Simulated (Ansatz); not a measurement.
Abridged output of a molecular run in Ansatz:

```
Functional definition: HF
1561 factors; integrals over basis functions are off by at most 5.7e-4 eV
mean field evaluation 1: about -46182.2018 eV, gradient 3.9e1 eV
mean field evaluation 2: about -46182.5336 eV, gradient 4.0e1 eV
mean field evaluation 4: about -46185.7494 eV, gradient 2.9e0 eV
mean field evaluation 8: about -46185.8160 eV, gradient 2.6e-1 eV
mean field evaluation 16: about -46185.8163 eV, gradient 1.7e-6 eV
mean field -46185.81626887 eV, -1697.2974420102 hartree, gradient 1.7e-6 eV, S^2 0.000000; 0 other end points of the search recorded, 0 dependent functions left out
22 core orbitals not correlated: weight in the atoms' cores, before any rotation towards them, 1.000 or more for the frozen orbitals, at most 0.000 for the correlated occupied ones
reference -46185.81626887 eV, -1697.2974420102 hartree; 19, 19 occupied and 217, 217 virtual orbitals, 1561 factors
second order -29.98112412 eV of doubles, -0.00000000 eV of singles
cycle   1  -30.60270895 eV  change   -6.2e-1 eV  update   1.1e-1
cycle   2  -31.23595440 eV  change   -6.3e-1 eV  update   3.3e-2
cycle   3  -31.38523485 eV  change   -1.5e-1 eV  update   1.7e-2
cycle   4  -31.36828747 eV  change    1.7e-2 eV  update   3.6e-3
cycle   5  -31.36483354 eV  change    3.5e-3 eV  update   1.5e-3
cycle   6  -31.36566993 eV  change   -8.4e-4 eV  update   4.4e-4
cycle   7  -31.36546889 eV  change    2.0e-4 eV  update   1.5e-4
cycle   8  -31.36539271 eV  change    7.6e-5 eV  update   4.1e-5
cycle   9  -31.36541171 eV  change   -1.9e-5 eV  update   1.5e-5
perturbative correction -1.12446420 eV, -0.0413232971 hartree
Total energy: -46218.30614478 eV, -1698.4914229274 hartree
```

Its atoms:

Cartesian coordinates in Å:
```
F 2.0915 0.6939 0.4842
Si 0.6930 0.0845 0.9056
F 0.1486 0.9720 2.1004
Cl 1.0042 -1.7952 1.5998
Si -0.8104 0.1067 -0.8828
Cl -0.0429 -1.1159 -2.3403
H -0.9622 1.4773 -1.4256
H -2.1218 -0.4233 -0.4414
```

Task: Which basis set was used?
A. def2-QZVPP
B. def2-TZVPP
C. def2-SVP
D. def2-TZVPPD

Result: B. It gives 258 functions.

Task: Write the keys of the input that set method, charge and spin (a neutral closed shell needs none for the last two).

Result: 
```yaml
correlation: {method: ccsd_t}
```
